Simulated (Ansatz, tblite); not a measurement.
Cost and result up the ladder for the cluster Be2I2⁺ (the lowest doublet isomer of a short search) (4 atoms). Total charge 1; doublet. Geometry: r2SCAN-D4/def2-TZVP.

```xyz
4

Be    0.173   -2.166   -1.122
Be   -0.072    0.814    0.417
I    -1.376   -0.342   -1.075
I     1.275    1.694    1.779
```

Ansatz on 4 threads of Arm Neoverse N1 on a shared host; xTB runs through tblite on one thread. Times are rough, summed over both states, and most runs start from the orbitals of an earlier one. CCSD(T)/def2-TZVPP serves as the yardstick here, not as an exact answer. The other state is a quartet at its own geometry.

In the def2 sets I takes a core potential; there is no spin–orbit coupling. The xTB rows come from tblite. LC-ωPBE has ω = 0.4 bohr⁻¹. Correlated methods freeze 8 core orbitals; core or outer-core shells of I are correlated, in sets that lack core-valence functions. The structure comes from a short search, and lower isomers may exist.

xTB has no spin-polarisation term.

```
                          level  functions  wall time  quartet − doublet (eV)  difference from CCSD(T)/def2-TZVPP (eV)
                       GFN1-xTB         26    0.011 s                    3.64                                     0.49
                       GFN2-xTB         26    0.013 s                    3.20                                     0.05
               PBE-D4/def2-TZVP        138      6.6 s                    2.69                                    -0.46
                  MP2/def2-TZVP        138      7.2 s                    3.35                                     0.20
                   HF/def2-TZVP        138      7.8 s                    2.82                                    -0.33
PBE0-D4/def2-TZVP (with forces)        138       11 s                    2.85                                    -0.30
              LC-ωPBE/def2-TZVP        138       14 s                    2.98                                    -0.16
              RPA@PBE/def2-TZVP        138       14 s                    2.98                                    -0.17
            r2SCAN-D4/def2-TZVP        138       17 s                    2.72                                    -0.43
         CAM-B3LYP-D4/def2-TZVP        138       18 s                    3.15                                     0.00
           r2SCAN0-D4/def2-TZVP        138       20 s                    2.83                                    -0.32
              ωB97M-V/def2-TZVP        138       53 s                    3.32                                     0.18
             CCSD(T)/def2-TZVPP        138    7.8 min                    3.15                                     0.00
```
